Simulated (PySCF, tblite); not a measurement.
C7H9FNP.
Geometry (GFN2-xTB, Å), atoms numbered from 1 in this order:
```xyz
19
C7H9FNP angstrom
C      3.307    0.509   -0.331
C      2.007   -0.188   -0.089
C      0.832    0.446    0.173
N     -0.225   -0.395    0.366
C     -1.552    0.031    0.669
C     -2.204    1.041   -0.228
C     -2.675   -0.380   -0.237
C      0.156   -1.689    0.258
F     -0.793   -2.620    0.441
P      1.816   -1.956   -0.098
H      3.716    0.233   -1.301
H      3.169    1.588   -0.300
H      4.037    0.228    0.428
H      0.670    1.507    0.242
H     -1.752    0.083    1.735
H     -2.825    1.797    0.225
H     -1.640    1.389   -1.081
H     -3.623   -0.623    0.214
H     -2.431   -0.990   -1.093
```

Computed, not measured: PBE0/pcSseg-1 in PySCF (dipole) on a GFN2-xTB geometry, gas phase.

Masses are those of the commonest isotopes; rigid-rotor values at the optimised geometry. The values belong to one conformer with, in the numbering `[CH3:1][c:2]1[cH:3][n:4]([CH:5]2[CH2:6][CH2:7]2)[c:8]([F:9])[p:10]1`, C3–N4–C5–C6 53°.

Q: Give the principal moments of inertia and the rotational constants in MHz.

A: Ia = 251.13, Ib = 565.88, Ic = 780.99 u·Å²; 505379 MHz·u·Å²/I gives A = 2012, B = 893.1, C = 647.1 MHz.

Q: What kind of rotor is it?

A: An asymmetric top; Ray's κ = -0.640.

Q: What does the inertial defect say?

A: Not planar: Δ = Ic − Ia − Ib = -36.03 u·Å². For a rigid frame Δ = −2 Σ m c², so Σ m c² = 18.01 u·Å² lies off the ab plane: 7.39 from hydrogen and 10.62 from heavier atoms. The atom farthest from that plane is 1.59 Å away.

Q: List the rotational levels J(Ka,Kc) to J = 2 (cm⁻¹).

A: Above 0(0,0):
J = 1: 1(0,1) 0.0514, 1(1,1) 0.0887, 1(1,0) 0.0969
J = 2: 2(0,2) 0.1529, 2(1,2) 0.1833, 2(1,1) 0.2079, 2(2,1) 0.3199, 2(2,0) 0.3211

Q: Which types of transition are allowed, and where do some lines up to J = 2 fall?

A: The dipole components are |μa| = 2.52 D, |μb| = 2.94 D, |μc| = 0.35 D. The squared components, which scale the intensities, stand as 0.74 : 1.00 : 0.01 (a : b : c). Some lines, for components of 0.1 D or more:

```csv
type,branch,"J(Ka,Kc)",MHz,lower level (cm⁻¹)
a,Q,"2(1,1) ← 2(1,2)",738,0.183
c,Q,"2(1,2) ← 2(0,2)",910,0.153
c,Q,"1(1,1) ← 1(0,1)",1119,0.051
b,Q,"1(1,0) ← 1(0,1)",1365,0.051
a,R,"1(0,1) ← 0(0,0)",1540,0.000
b,Q,"2(1,1) ← 2(0,2)",1648,0.153
b,R,"2(0,2) ← 1(1,1)",1925,0.089
b,R,"1(1,1) ← 0(0,0)",2660,0.000
a,R,"2(1,2) ← 1(1,1)",2834,0.089
c,R,"1(1,0) ← 0(0,0)",2905,0.000
a,R,"2(0,2) ← 1(0,1)",3044,0.051
a,R,"2(1,1) ← 1(1,0)",3326,0.097
c,Q,"2(2,1) ← 2(1,1)",3358,0.208
b,Q,"2(2,0) ← 2(1,1)",3394,0.208
b,R,"2(1,2) ← 1(0,1)",3954,0.051
b,Q,"2(2,1) ← 2(1,2)",4096,0.183
c,R,"2(1,1) ← 1(0,1)",4692,0.051
b,R,"2(2,1) ← 1(1,0)",6684,0.097
c,R,"2(2,0) ← 1(1,0)",6721,0.097
c,R,"2(2,1) ← 1(1,1)",6930,0.089
b,R,"2(2,0) ← 1(1,1)",6967,0.089
```

Q: Estimate the classical rotational partition function at 10 K, 50 K and 100 K.

A: Point group C1, symmetry number σ = 1; q = (√π/σ)·√((kT/h)³/(ABC)), k/h = 20836.6 MHz/K: 4940 at 10 K, 55300 at 50 K, 156000 at 100 K.

Its GFN2-xTB frequencies are all real (lowest 46 cm⁻¹). No vibrational averaging or centrifugal distortion is included, and the geometry carries the error of its method. A rigid rotor knows nothing of internal rotation, which can split or shift real lines. Quadrupole hyperfine structure (14N) is left out.

The run took 44 s wall on one thread of an Arm Neoverse V1, shared host with 32 logical CPUs at a one-minute load of 12, and the process peaked at 1.0 GiB of memory. This is the PBE0/pcSseg-1 job that gave the dipole, with the shieldings it also computed.
